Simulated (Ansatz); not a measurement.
`C=O` and `C=[Se]` differ in one element.

Ansatz, PBE0-D4/def2-TZVP geometries, multiplicity 1. 

Scalar relativity is left out up to krypton.

| property | `C=O` |
| --- | --- |
| LUMO energy (PBE0/def2-TZVPP) / eV | -1.25 |
| HOMO energy (PBE/def2-TZVPP) / eV | -6.18 |
| HOMO–LUMO gap (PBE/def2-TZVPP) / eV | 3.67 |
| LUMO energy (PBE/def2-TZVPP) / eV | -2.52 |
| size of the dipole moment (PBE/def2-TZVPP) / D | 2.12 |
| HOMO energy (PBE0/def2-TZVPP) / eV | -7.82 |

Q: Give the same properties after the change, and the shifts. (Best estimate.)

A: Computed: 
```json
{"property": "LUMO energy (PBE0/def2-TZVPP) / eV", "`C=[Se]`": "-2.78", "shift": "-1.53"}
{"property": "HOMO energy (PBE/def2-TZVPP) / eV", "`C=[Se]`": "-5.27", "shift": "0.91"}
{"property": "HOMO–LUMO gap (PBE/def2-TZVPP) / eV", "`C=[Se]`": "1.58", "shift": "-2.09"}
{"property": "LUMO energy (PBE/def2-TZVPP) / eV", "`C=[Se]`": "-3.69", "shift": "-1.17"}
{"property": "size of the dipole moment (PBE/def2-TZVPP) / D", "`C=[Se]`": "1.43", "shift": "-0.69"}
{"property": "HOMO energy (PBE0/def2-TZVPP) / eV", "`C=[Se]`": "-6.43", "shift": "1.39"}
```

With PBE0 the HOMO rises by 1.39 eV and the LUMO falls by 1.53 eV, so the gap narrows by about 2.92 eV. PBE moves the HOMO by 0.91 eV and ωB97M-V by 1.63 eV. Dipoles are sizes alone; their direction can turn.

Spin–orbit coupling is left out; it splits and shifts lone-pair levels of the heavy atoms by tenths of an eV.
